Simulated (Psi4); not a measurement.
CdI2 (SMILES [I][Cd][I]), singlet, at a GFN2-xTB geometry (such geometries of metal compounds can be far from the true shape) (core potentials on Cd, I); TPSS/def2-SVP run with Psi4 1.11.

Here is a job for Psi4.
```
memory 2 GB

molecule mol {
0 1
Cd   -0.452711    0.220262    0.313136
I     0.020976    1.798468   -1.743063
I     0.389026   -1.997951    1.459468
}

set {
  basis def2-svp
  reference rks
  basis_guess sto-3g
}

energy('tpss')
print_variables()
```

Output, abridged:

```
  //>>>>>>>>>>>>>>>>>>>>>>>>>>>>>>>>>>>//
  //      Guess SCF, STO-3G Basis      //
  //<<<<<<<<<<<<<<<<<<<<<<<<<<<<<<<<<<<//

   => Loading Basis Set <=

    Name: STO-3G
    Role: ORBITAL
    Keyword: BASIS

         ---------------------------------------------------------
                           SCF Castup computation
         ---------------------------------------------------------
                                   SCF
               by Justin Turney, Rob Parrish, Andy Simmonett
                          and Daniel G. A. Smith
                              RKS Reference
         ---------------------------------------------------------

  ==> Geometry <==

    Molecular point group: cs
    Full point group: Cs

    Geometry (in Angstrom), charge = 0, multiplicity = 1:

       Center              X                  Y                   Z               Mass
    ------------   -----------------  -----------------  -----------------  -----------------
         CD          -0.534452410655     0.260475378515     0.000000000000   113.903365090000
         I            1.330825101736     2.121606132055     0.000000000000   126.904471900000
         I           -0.851126261005    -2.355396334178     0.000000000000   126.904471900000

  Running in cs symmetry.

  Rotational constants: A =      0.28899  B =      0.01071  C =      0.01033 [cm^-1]
  Rotational constants: A =   8663.75565  B =    321.10010  C =    309.62465 [MHz]
  Nuclear repulsion = 1320.276883133177989

  Charge       = 0
  Multiplicity = 1
  Electrons    = 154
  Nalpha       = 77
  Nbeta        = 77

  ==> Algorithm <==

  SCF Algorithm Type is DF.
  DIIS enabled.
  MOM disabled.
  Fractional occupation disabled.
  Guess Type is SAD.
  Energy threshold   = 1.00e-06
  Density threshold  = 1.00e-06
  Integral threshold = 1.00e-12

  ==> Primary Basis <==

  Basis Set: STO-3G
    Blend: STO-3G
    Number of shells: 33
    Number of basis functions: 81
    Number of Cartesian functions: 87
    Spherical Harmonics?: true
    Max angular momentum: 2

  ==> DFT Potential <==

   => LibXC <=

    Version 7.1.2
    S. Lehtola, C. Steigemann, M. J. T. Oliveira, and M. A. L. Marques,  SoftwareX 7, 1–5 (2018) (10.1016/j.softx.2017.11.002)

   => Composite Functional: TPSS <=

    TPSS Meta-GGA XC Functional

    J. Tao, et al., Phys. Rev. Lett., 91, 146401, 2003

    Deriv               =              1
    GGA                 =           TRUE
    Meta                =           TRUE

[...]
  @DF-RKS Final Energy: -19381.19660213794850
    Total Energy =                     -19381.1966021379485028
[...]

   => Exchange Functionals <=

    1.0000   XC_MGGA_X_TPSS

   => Correlation Functionals <=

    1.0000   XC_MGGA_C_TPSS

   => LibXC Density Thresholds  <==

    XC_MGGA_C_TPSS:  1.00E-15
    XC_MGGA_X_TPSS:  1.00E-15

   => Molecular Quadrature <=

    Radial Scheme          =       TREUTLER
    Pruning Scheme         =           NONE
    Nuclear Scheme         =       TREUTLER

    Blocking Scheme        =         OCTREE
    BS radius alpha        =              1
    Pruning alpha          =              1
    Radial Points          =             75
    Spherical Points       =            302
    Total Points           =          62595
    Total Blocks           =            563
    Max Points             =            256
    Max Functions          =             79
    Weights Tolerance      =       1.00E-15

   => Loading Basis Set <=

    Name: (DEF2-SVP AUX)
    Role: JKFIT
    Keyword: DF_BASIS_SCF

  Computing basis projection from STO-3G to DEF2-SVP

Traceback (most recent call last):
  File "psi4", line 375, in <module>
  File "<string>", line 25, in <module>
  File "site-packages/psi4/driver/driver.py", line 533, in energy
  File "site-packages/psi4/driver/procrouting/proc.py", line 2760, in run_scf
  File "site-packages/psi4/driver/procrouting/proc.py", line 1992, in scf_helper

psi4.driver.p4util.exceptions.ValidationError: Projecting from basis (STO-3G) with (0) ECP electrons to basis (DEF2-SVP) with (84) ECP electrons will be a disaster. Select a compatible cast-up basis with `set guess_basis YOUR_BASIS_HERE`.

Printing out the relevant lines from the Psithon --> Python processed input file:
    ""","mol")
    core.IO.set_default_namespace("mol")
    core.set_global_option("BASIS", "def2-svp")
    core.set_global_option("REFERENCE", "rks")
    core.set_global_option("BASIS_GUESS", "sto-3g")
--> energy('tpss')
    print_variables()

!----------------------------------------------------------------------------------!
!                                                                                  !
!  Projecting from basis (STO-3G) with (0) ECP electrons to basis (DEF2-SVP) with  !
!     (84) ECP electrons will be a disaster. Select a compatible cast-up basis     !
!     with `set guess_basis YOUR_BASIS_HERE`.                                      !
!                                                                                  !
!----------------------------------------------------------------------------------!
```

The run crashed.
